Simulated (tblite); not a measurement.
Compound: C₅H₅N₂ (doublet state).
SMILES with atom numbers: `[CH3:1][C:2]1[CH2:3][N:4]=[C:5]1[C:6]#[N:7]` (hydrogens: H8, H9, H10 on C1; H11, H12 on C3)

Cartesian coordinates in Å at the GFN2-xTB level; atoms count from 1:
```xyz
12
C5H5N2 angstrom
C     -0.811    1.331   -0.342
C     -0.219    0.024   -0.054
C     -0.751   -1.375    0.138
N      0.618   -1.748    0.559
C      1.031   -0.492    0.321
C      2.307    0.083    0.450
N      3.329    0.595    0.538
H     -0.044    2.100   -0.414
H     -1.378    1.289   -1.276
H     -1.520    1.606    0.443
H     -1.496   -1.516    0.922
H     -1.064   -1.898   -0.766
```

Computed geometry: GFN2-xTB, gas phase. This method treats the open shell by occupation alone, without spin polarisation.

Masses are those of the commonest isotopes; rigid-rotor values at the optimised geometry. 

Problem. What are A, B and C (MHz)?

Solution. Ia = 108.71, Ib = 222.20, Ic = 324.40 u·Å²; 505379 MHz·u·Å²/I gives A = 4649, B = 2274, C = 1558 MHz.

Problem. What kind of rotor is it?

Solution. An asymmetric top; Ray's κ = -0.536.

Problem. Is it planar, by Δ = Ic − Ia − Ib?

Solution. Not planar: Δ = Ic − Ia − Ib = -6.50 u·Å². For a rigid frame Δ = −2 Σ m c², so Σ m c² = 3.25 u·Å² lies off the ab plane: 3.16 from hydrogen and 0.10 from heavier atoms. The atom farthest from that plane is 0.97 Å away.

Problem. Give the other two planar moments, Paa and Pbb, and the rms extents of the mass along the axes.

Solution. Paa = Σ m a² = (Ib + Ic − Ia)/2 = 218.95 and Pbb = Σ m b² = (Ia + Ic − Ib)/2 = 105.45 u·Å². With the mass M = 93.05 u, the rms extents √(P/M) along a, b and c are 1.53, 1.06, 0.19 Å.

For this open shell read J as N, the rotation without spin; fine and hyperfine splittings come on top. Its GFN2-xTB frequencies are all real (lowest 53 cm⁻¹). Zero-point vibration and centrifugal distortion are left out.
